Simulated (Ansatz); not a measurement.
A structure relaxed at PBE-D4/def2-SVP in Ansatz, charge 1, singlet:

```
atom   x (Å)   y (Å)   z (Å)
  B1  -1.742   1.883  -0.573
  B2  -3.468   3.781  -1.130
  B3  -5.185   5.672  -1.748
  B4   3.470  -3.773   1.152
  B5  -0.009  -0.010  -0.007
  B6   1.729  -1.896   0.567
  B7   5.222  -5.659   1.680
  N8   0.862  -0.958   0.279
  N9  -4.354   4.759  -1.399
 N10  -0.880   0.938  -0.291
 N11   4.362  -4.731   1.470
 N12  -2.616   2.841  -0.858
 N13   2.609  -2.847   0.858
```

(1) Give its formula.

(2) Summarise the bond lengths by kind (pairs closer than 1.2 times the sum of covalent radii, bridged metal pairs left out).

## Answers

(1) B7N6⁺.

(2) 12 × B–N 1.28 to 1.35 Å.

The restricted singlet is unstable towards broken spin symmetry in Hartree–Fock (as tested in another run); at PBE-D4/def2-SVP this wasn't settled. Another isomer (singlet) lies 5.66 eV lower at PBE0-D4/def2-TZVP; other spin states weren't run for this one.
